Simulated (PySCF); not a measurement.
SMILES Cl[SiH2][SeH] (H3ClSeSi), PBE0/def2-SVP optimised geometry.

```
6

Cl     1.49    -0.66     0.00
Si    -0.58    -0.66     0.00
Se    -1.49     1.42     0.00
H     -1.02    -1.42    -1.20
H     -1.06    -1.29     1.26
H     -1.08     1.68    -1.39
```

Density from PBE0/def2-TZVP run with PySCF at that geometry.

Minimum of the electron density along straight lines between bonded atoms, close to the bond critical point (lines longer than 1.1 times the sum of covalent radii, or with two minima, are not listed):

```tsv
bond	length / Å	ρ at the minimum / e bohr⁻³	∇²ρ there / e bohr⁻⁵	position (fraction from the first atom)
Cl1–Si2	2.070	0.097	0.21	0.64
Si2–Se3	2.270	0.093	-0.01	0.35
Si2–H4	1.487	0.124	0.13	0.49
Si2–H5	1.486	0.124	0.13	0.49
Se3–H6	1.472	0.174	-0.31	0.63
```
